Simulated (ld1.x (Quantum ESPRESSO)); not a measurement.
## Logarithmic derivatives: Kr (Z = 36), TM semilocal

Kr (Z = 36), norm-conserving Troullier–Martins (semilocal form), made with ld1.x (Quantum ESPRESSO) 7.5 (PBE, scalar-relativistic). Core [Ar], reference 3d10 4s2 4p5 (charge +1). Waves: 4s (bound): rc 1.05 bohr; 3d (bound): rc 0.70 bohr; 4f channel at 0.05 Ry: rc 1.40 bohr; 4p (bound): rc 1.65 bohr. Local part: the p channel. Core correction: none.

The phase is arctan(r·u′/u) with u = r·R(r), unwrapped; energies in Ry, scanned from -9 to 5 Ry. A pole is an energy at which the radial function vanishes at the test radius. The pseudo phase is shifted by a multiple of π to meet the all-electron one at the reference energy, and phase errors are pseudo minus all-electron; the curves can meet again beyond the range given. Levels narrower than the energy grid can be missing from the lists of poles.

```csv
channel,radius (bohr),reference energy (Ry),"poles, all-electron","poles, pseudo",unbroken range about the reference energy with phases within 0.05 rad,phase error 1 Ry above the reference energy (rad)
s,1.79,-2.50,0.08,-0.06,below 1.8,-0.003
p,1.79,-1.44,2.00,1.89,the whole range,-0.002
d,1.79,-6.86,-6.82,-6.82,the whole range,+0.000
f,1.79,0.05,none,none,the whole range,+0.000
```

A Bessel basis up to 400 Ry misses an occupied level by 0.09 Ry, so cutoffs and ghosts were not judged.

Phases in the s channel:

```csv
E (Ry),all-electron,pseudo
-9.00,1.333,1.332
-8.52,1.321,1.320
-8.04,1.307,1.306
-7.56,1.291,1.289
-7.08,1.271,1.269
-6.60,1.246,1.244
-6.12,1.214,1.212
-5.64,1.172,1.169
-5.16,1.113,1.109
-4.68,1.023,1.018
-4.20,0.872,0.866
-3.72,0.586,0.578
-3.24,0.025,0.019
-2.76,-0.662,-0.663
-2.28,-1.075,-1.076
-1.80,-1.284,-1.286
-1.32,-1.402,-1.406
-0.84,-1.478,-1.484
-0.36,-1.532,-1.542
0.12,-1.574,-1.587
0.60,-1.608,-1.627
1.08,-1.638,-1.665
1.56,-1.665,-1.705
2.04,-1.691,-1.752
2.52,-1.718,-1.816
3.00,-1.745,-1.921
3.48,-1.776,-2.156
3.96,-1.810,-2.998
4.44,-1.852,-4.150
4.92,-1.904,-4.478
```
